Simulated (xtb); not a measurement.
Input file for xtb: GFN1-xTB on InTe, 2S+1 = 2, a spin state set in the input, which need not be the lowest, a point of a bond scan (R = 2.838 Å).

```
$ xtb mol.xyz --gfn 1 --sp --chrg 0 --uhf 1
2

In     0.00000000     0.00000000     0.00000000
Te     0.00000000     0.00000000     2.83822700
```

It printed:

```
[...]
           -------------------------------------------------
          |                Calculation Setup                |
           -------------------------------------------------



           -------------------------------------------------
          |                 G F N 1 - x T B                 |
           -------------------------------------------------

        Reference                      10.1021/acs.jctc.7b00118
      * Hamiltonian:
        H0-scaling (s, p, d)           1.850000    2.250000    2.000000
        zeta-weighting                 0.000000
      * Dispersion:
        s8                             2.400000
        a1                             0.630000
        a2                             5.000000
        s9                             0.000000
      * Repulsion:
        kExp                           1.500000
        rExp                           1.000000
      * Coulomb:
        alpha                          2.000000
        third order                    atomic
        anisotropic                    false
      * Halogen bond correction:
        rad-scale                      1.300000
        damping                        0.440000


          ...................................................
          :                      SETUP                      :
          :.................................................:
          :  # basis functions                  20          :
          :  # atomic orbitals                  18          :
          :  # shells                            6          :
          :  # electrons                         9          :
          :  # halogen bonds                     0          :
          :  max. iterations                   250          :
          :  Hamiltonian                  GFN1-xTB          :
          :  restarted?                      false          :
          :  GBSA solvation                  false          :
          :  PC potential                    false          :
          :  electronic temp.          300.0000000     K    :
          :  accuracy                    1.0000000          :
          :  -> integral cutoff          0.2500000E+02      :
          :  -> integral neglect         0.1000000E-07      :
          :  -> SCF convergence          0.1000000E-05 Eh   :
          :  -> wf. convergence          0.2000000E-04 e    :
          :  Broyden damping             0.4000000          :
          :  net charge                          0          :
          :  unpaired electrons                  1          :
          ...................................................

 iter      E             dE          RMSdq      gap      omega  full diag
   1     -5.3115206 -0.531152E+01  0.410E+00    4.88       0.0  T
   2     -5.3117437 -0.223023E-03  0.260E+00    4.99       1.0  T
   3     -5.3116374  0.106218E-03  0.329E-01    4.90       1.0  T
   4     -5.3117676 -0.130193E-03  0.192E-03    4.96      36.9  T
   5     -5.3117676 -0.198092E-08  0.400E-04    4.96     176.7  T
   6     -5.3117676 -0.148841E-10  0.246E-05    4.96    2873.4  T
   7     -5.3117676 -0.540901E-12  0.262E-08    4.96  100000.0  T

   *** convergence criteria satisfied after 7 iterations ***

         #    Occupation            Energy/Eh            Energy/eV
      -------------------------------------------------------------
         1        2.0000           -1.0535199             -28.6677
         2        2.0000           -0.6283324             -17.0978
         3        1.8271           -0.3262738              -8.8784
         4        1.8271           -0.3262738              -8.8784
         5        1.3458           -0.3241814              -8.8214 (HOMO)
         6                         -0.1417572              -3.8574 (LUMO)
         7                         -0.1417572              -3.8574
         8                         -0.1393180              -3.7910
         9                         -0.1393180              -3.7910
        10                         -0.0790880              -2.1521
       ...                                ...                  ...
        18                          0.3961176              10.7789
      -------------------------------------------------------------
                  HL-Gap            0.1824242 Eh            4.9640 eV
             Fermi-level           -0.2788781 Eh           -7.5887 eV

 SCC (total)                   0 d,  0 h,  0 min,  0.005 sec
 SCC setup                      ...        0 min,  0.000 sec (  6.087%)
 Dispersion                     ...        0 min,  0.000 sec (  3.582%)
 classical contributions        ...        0 min,  0.000 sec (  1.672%)
 integral evaluation            ...        0 min,  0.001 sec ( 24.012%)
 iterations                     ...        0 min,  0.002 sec ( 38.930%)
 molecular gradient             ...        0 min,  0.001 sec ( 17.098%)
 printout                       ...        0 min,  0.000 sec (  7.841%)

         :::::::::::::::::::::::::::::::::::::::::::::::::::::
         ::                     SUMMARY                     ::
         :::::::::::::::::::::::::::::::::::::::::::::::::::::
         :: total energy              -5.308017363481 Eh    ::
         :: gradient norm              0.001169461145 Eh/a0 ::
         :: HOMO-LUMO gap              4.964015344180 eV    ::
         ::.................................................::
         :: SCC energy                -5.311767629311 Eh    ::
         :: -> electrostatic           0.007441917405 Eh    ::
         :: repulsion energy           0.004288427785 Eh    ::
         :: dispersion energy         -0.000538161955 Eh    ::
         :: halogen bond corr.         0.000000000000 Eh    ::
         :: add. restraining           0.000000000000 Eh    ::
         :: total charge               0.000000000114 e     ::
         :::::::::::::::::::::::::::::::::::::::::::::::::::::

           -------------------------------------------------
          |                Property Printout                |
           -------------------------------------------------

    * Orbital Energies and Occupations

         #    Occupation            Energy/Eh            Energy/eV
      -------------------------------------------------------------
         1        2.0000           -1.0535199             -28.6677
         2        2.0000           -0.6283324             -17.0978
         3        1.8271           -0.3262738              -8.8784
         4        1.8271           -0.3262738              -8.8784
         5        1.3458           -0.3241814              -8.8214 (HOMO)
         6                         -0.1417572              -3.8574 (LUMO)
         7                         -0.1417572              -3.8574
         8                         -0.1393180              -3.7910
         9                         -0.1393180              -3.7910
        10                         -0.0790880              -2.1521
        11                         -0.0790880              -2.1521
        12                         -0.0667409              -1.8161
        13                          0.0386454               1.0516
        14                          0.0386454               1.0516
        15                          0.0532727               1.4496
        16                          0.0664644               1.8086
       ...                                ...                  ...
        18                          0.3961176              10.7789
      -------------------------------------------------------------
                  HL-Gap            0.1824242 Eh            4.9640 eV
             Fermi-level           -0.2788781 Eh           -7.5887 eV

  Mulliken/CM5 charges         n(s)   n(p)   n(d)
     1In    0.23382  0.22672   1.951  0.470  0.345
     2Te   -0.23382 -0.22672   1.969  4.251  0.013
Note: The following floating-point exceptions are signalling: IEEE_UNDERFLOW_FLAG IEEE_DENORMAL
normal termination of xtb

Wiberg/Mayer (AO) data.
largest (>0.10) Wiberg bond orders for each atom

 ---------------------------------------------------------------------------
     #   Z sym  total        # sym  WBO       # sym  WBO       # sym  WBO
 ---------------------------------------------------------------------------
     1  49 In   1.245 --     2 Te   1.245
     2  52 Te   1.245 --     1 In   1.245
 ---------------------------------------------------------------------------

Topologies differ in total number of bonds
Writing topology from bond orders to xtbtopo.mol

 dipole moment from electron density (au)
     X       Y       Z
   0.0000   0.0000  -2.7867  total (Debye):    7.083


           -------------------------------------------------
          | TOTAL ENERGY               -5.308017363481 Eh   |
          | GRADIENT NORM               0.001169461145 Eh/α |
          | HOMO-LUMO GAP               4.964015344180 eV   |
           -------------------------------------------------

------------------------------------------------------------------------
------------------------------------------------------------------------
 total:
 SCF:
```

The run finished.

Cost: roughly 0.08 core-seconds.
